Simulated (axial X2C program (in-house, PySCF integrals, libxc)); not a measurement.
# Outer orbitals of CsSi at 3.269 Å, r2SCAN

All values were computed with an in-house all-electron X2C program for linear molecules (integrals from PySCF). Spin-free means the one-electron spin-free X2C Hamiltonian; two-component (2c) means X2C with spin–orbit coupling and atomic mean-field two-electron Coulomb and Gaunt terms, so the difference of the two also holds small scalar two-electron terms. Basis: Cs dyall-cv3z [15s15p9d4f1g], Si dyall-v3z [8s7p2d1f] (cores contracted in-house); Gaussian nuclei, density fitting, unrestricted open shells. Masses: Cs 132.905 u, Si 27.977 u.

The distance is close to the 2c PBE0 minimum; the highest filled and lowest empty levels are listed.

Spin-free orbitals, state M_S = 3/2, Λ = 0 (beyond evenly filled blocks: σα, π+α, π-α) (Löwdin shares):

```tsv
symmetry	occupied	ε (eV)	atomic character
σα	yes	-27.58	99% Cs s
σβ	yes	-27.53	99% Cs s
π-α	yes	-14.12	100% Cs p
π+α	yes	-14.12	100% Cs p
σα	yes	-14.12	96% Cs p
π-β	yes	-14.07	100% Cs p
π+β	yes	-14.07	100% Cs p
σβ	yes	-13.93	98% Cs p
σα	yes	-9.64	80% Si s, 8% Cs p, 7% Cs d
σβ	yes	-7.11	81% Si s, 7% Cs d, 7% Cs p
σα	yes	-3.25	79% Si p, 8% Cs s, 8% Cs d
π-α	yes	-3.13	86% Si p, 10% Cs d, 4% Cs p
π+α	yes	-3.13	86% Si p, 10% Cs d, 4% Cs p
σα	no	-1.19	77% Cs s, 15% Cs p, 4% Si p
σβ	no	-1.06	50% Cs s, 36% Si p, 10% Cs p
π-β	no	-0.71	74% Si p, 21% Cs d, 5% Cs p
π+β	no	-0.71	74% Si p, 21% Cs d, 5% Cs p
```

Spinors with spin–orbit coupling (state Ω = 3/2):

```tsv
ω	occupied	ε (eV)	atomic character	λ mixture
1/2	yes	-27.59	99% Cs s	100% σ
-1/2	yes	-27.53	99% Cs s	100% σ
1/2	yes	-15.12	99% Cs p	66% π, 34% σ
-1/2	yes	-15.11	99% Cs p	72% π, 28% σ
3/2	yes	-13.61	100% Cs p	100% π
1/2	yes	-13.61	97% Cs p	66% σ, 34% π
-3/2	yes	-13.56	100% Cs p	100% π
-1/2	yes	-13.49	98% Cs p	72% σ, 28% π
1/2	yes	-9.64	80% Si s, 8% Cs p, 7% Cs d	100% σ
-1/2	yes	-7.11	81% Si s, 7% Cs d, 7% Cs p	100% σ
1/2	yes	-3.25	79% Si p, 8% Cs s, 8% Cs d	100% σ
-1/2	yes	-3.14	86% Si p, 10% Cs d, 4% Cs p	100% π
3/2	yes	-3.12	86% Si p, 10% Cs d, 4% Cs p	100% π
1/2	no	-1.20	77% Cs s, 15% Cs p, 4% Si p	100% σ
-1/2	no	-1.07	50% Cs s, 36% Si p, 10% Cs p	100% σ
1/2	no	-0.72	74% Si p, 21% Cs d, 5% Cs p	100% π
-3/2	no	-0.70	74% Si p, 21% Cs d, 4% Cs p	100% π
```

Mulliken charges and populations of the two-component result (they depend on the basis, above all on diffuse functions):

Cs 0.65 e (s 10.09 p 24.02 d 20.23 f 0.01), Si -0.65 e (s 5.96 p 8.67 d 0.01). ⟨Lz⟩ = 0.00 ħ and ⟨Sz⟩ = 1.50 ħ (0.16 and 1.34 on the two atoms), which add up to Ω.

Occupations by symmetry block were frozen at the best pattern of an incomplete PBE0 search. Density functionals use the spin component along the axis (collinear). Other states lie close and PBE0, whose exact exchange favours high spin, may order them wrongly; the determinant shown need not be the ground state. The nearest other spin-free determinant of the search, M_S = 1/2, Λ = 0, lies 0.45 eV up at the distance of the search. With several unpaired electrons one determinant need not be a pure state. This is the top spin component of a Σ state; components of lower Ω are not single determinants and can lie lower.
